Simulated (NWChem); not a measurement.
Molecule: C$_{4}$H$_{4}$N, doublet; SMILES [c]1ccc[nH]1

All runs: NWChem. Spin-unrestricted. In the optimisation the excess spin sits in a' (Cs, its own frame). Geometry: optimised at B3LYP/6-31G* (spherical d), spin-unrestricted. No stability test was run on the SCF state. Vertical excitations in the gas phase; the lowest state need not have the same character in each row. Excited states of an open shell can be spin-contaminated.

For level PBE/def2-SVP, TDA:

```yaml
lowest empty minus highest occupied level, either spin (eV): 1.25
```

Q: How do the values read with level B3LYP/def2-SVP, TDA instead?

A: The lowest empty minus highest occupied level, either spin (eV) comes out as 2.85.
